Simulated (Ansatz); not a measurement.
Start from `C[O][Ga]([SH])[O][SiH3]` and change one element to get `COB(S)O[SiH3]`.

Ansatz, PBE0-D4/def2-TZVP geometries, multiplicity 1. Each molecule was computed in one conformer, which needn't be the lowest.

Scalar relativity is left out up to krypton.

| property | `C[O][Ga]([SH])[O][SiH3]` |
| --- | --- |
| LUMO energy (PBE0/def2-TZVPP) / eV | -1.02 |
| HOMO energy (PBE0/def2-TZVPP) / eV | -7.86 |
| size of the dipole moment (PBE/def2-TZVPP) / D | 1.16 |
| HOMO–LUMO gap (PBE/def2-TZVPP) / eV | 4.54 |
| HOMO–LUMO gap (B3LYP/def2-TZVPP) / eV | 6.29 |
| LUMO energy (B3LYP/def2-TZVPP) / eV | -1.32 |

Q: Give the same properties after the change, and the shifts. (Best estimate.)

A: Ansatz gave: 
| property | `COB(S)O[SiH3]` | shift |
| --- | --- | --- |
| LUMO energy (PBE0/def2-TZVPP) / eV | -0.03 | 0.99 |
| HOMO energy (PBE0/def2-TZVPP) / eV | -7.43 | 0.43 |
| size of the dipole moment (PBE/def2-TZVPP) / D | 1.59 | 0.43 |
| HOMO–LUMO gap (PBE/def2-TZVPP) / eV | 5.28 | 0.74 |
| HOMO–LUMO gap (B3LYP/def2-TZVPP) / eV | 6.92 | 0.63 |
| LUMO energy (B3LYP/def2-TZVPP) / eV | -0.25 | 1.07 |

With PBE0 the HOMO rises by 0.43 eV and the LUMO rises by 0.99 eV, so the gap widens by about 0.56 eV. PBE moves the HOMO by 0.33 eV and ωB97M-V by 0.46 eV. Dipoles are sizes alone; their direction can turn.

B3LYP here is the variant with VWN-RPA as its local correlation; programs differ in this.
